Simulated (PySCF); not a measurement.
Input of a response calculation (the driver script's job line, then coordinates in Å):

```
{"job": {"kind": "uv", "xc": "B3LYP", "basis": "def2-SVPD", "nstates": 8, "ntriplets": 3}, "charge": 0, "multiplicity": 1}
O     -1.815407     2.269341    -0.527507
C     -1.285641     1.266318    -0.299755
C     -0.604863     0.196320    -0.033378
C     -1.039099    -1.172939     0.055214
O     -0.259037    -2.070974     0.276099
Ge     1.378365     0.250682     0.237297
Cl     2.259380    -0.450607    -1.515902
H     -2.114937    -1.361521    -0.084823
H      1.785191     1.694422     0.453040
H      1.704930    -0.616388     1.417187
```

Output:

```
coarse grid: 47048 points
cycle   1  E = -2803.0215108815  dE =  6.674e-01  |g| = 1.109e+00  |ddm| = 5.006e+00
cycle   2  E = -2801.6408366625  dE =  1.381e+00  |g| = 2.743e+00  |ddm| = 5.485e+00
cycle   3  E = -2803.2078370090  dE = -1.567e+00  |g| = 4.684e-01  |ddm| = 4.832e+00
cycle   4  E = -2803.2472844864  dE = -3.945e-02  |g| = 2.275e-01  |ddm| = 1.116e+00
cycle   5  E = -2803.2546479596  dE = -7.363e-03  |g| = 1.333e-01  |ddm| = 3.659e-01
cycle   6  E = -2803.2582341685  dE = -3.586e-03  |g| = 1.822e-02  |ddm| = 1.472e-01
cycle   7  E = -2803.2583196473  dE = -8.548e-05  |g| = 5.488e-03  |ddm| = 4.857e-02
cycle   8  E = -2803.2583251044  dE = -5.457e-06  |g| = 2.244e-03  |ddm| = 1.054e-02
final grid: 96944 points
cycle   9  E = -2803.2582790019  dE =  2.941e-06  |g| = 3.984e-03  |ddm| = 1.439e-02
cycle  10  E = -2803.2582671032  dE =  1.190e-05  |g| = 7.654e-03  |ddm| = 2.315e-02
cycle  11  E = -2803.2582831774  dE = -1.607e-05  |g| = 1.101e-03  |ddm| = 1.582e-02
cycle  12  E = -2803.2582834089  dE = -2.315e-07  |g| = 5.747e-05  |ddm| = 1.314e-03
cycle  13  E = -2803.2582834095  dE = -6.012e-10  |g| = 3.147e-05  |ddm| = 1.071e-04
converged SCF energy = -2803.2582834095

Static polarisability (au): isotropic 85.825, principal 67.202 81.791 108.482

Singlet excitations
state   eV       nm        f      main configurations
  1   4.0210    308.3   0.00224   H-1->L 0.79, H->L 0.20
  2   4.4139    280.9   0.00060   H->L+1 0.83, H-1->L+1 0.15
  3   4.5436    272.9   0.00307   H->L 0.75, H-1->L 0.19
  4   5.5933    221.7   0.05849   H-2->L 0.57, H-1->L+1 0.20, H-3->L 0.15
  5   5.6932    217.8   0.03472   H-2->L 0.42, H-3->L 0.31, H-1->L+1 0.20
  6   6.0385    205.3   0.08424   H-3->L 0.35, H-1->L+1 0.21, H-1->L+2 0.18
  7   6.2587    198.1   0.00234   H-2->L+1 0.52, H-3->L+1 0.27, H->L+2 0.09
  8   6.2868    197.2   0.00675   H->L+2 0.58, H-1->L+2 0.23, H-2->L+1 0.14

Triplet excitations (Tamm-Dancoff, eV): 3.7436 3.9092 4.1431
```

Theory: TDDFT B3LYP/def2-SVPD, vertical, gas phase, core orbitals frozen in the response (PySCF). One conformer (not necessarily the lowest) at the GFN2-xTB geometry, without solvent, vibrations or thermal averaging. Relativistic effects, spin–orbit coupling among them, are left out although an element past zinc is present.

Q: What share of the summed oscillator strength falls to the strongest level in this window?

A: State 6 at 205 nm: 0.0842 of 0.1925, or 44%.

Q: Give the mean polarisability in Å³.

A: 85.83 au × 0.148185 = 12.72 Å³.

Q: Give the energy of state 5 in hartree, cm⁻¹ and kJ/mol.

A: 0.20922 hartree, 45919 cm⁻¹, 549.3 kJ/mol.

Q: How much of the mean polarisability do the listed states account for?

A: The sum over states Σ f/ΔE² (ΔE in hartree) gives 4.29 au, 5% of the total; the rest comes from higher roots of the same response equations.

Q: Which orbital energies lie behind H and L?

A: HOMO -7.86 eV and LUMO -2.39 eV, a gap of 5.47 eV; state 1 differs from that by -1.45 eV.

Q: Write the structure that the coordinates describe.

A: `O=C=[C](C=O)[GeH2][Cl]` (C3H3ClGeO2), point group C1.

The SCF starts on a coarse grid; the energy jumps when the final grid takes over, and dE counts afresh there. H and L stand for HOMO and LUMO.

The values belong to the conformer `[O:1]=[C:2]=[C:3]([CH:4]=[O:5])[GeH2:6][Cl:7]`: C2–C3–C4–O5 178°, C2–C3–Ge6–Cl7 -102°.
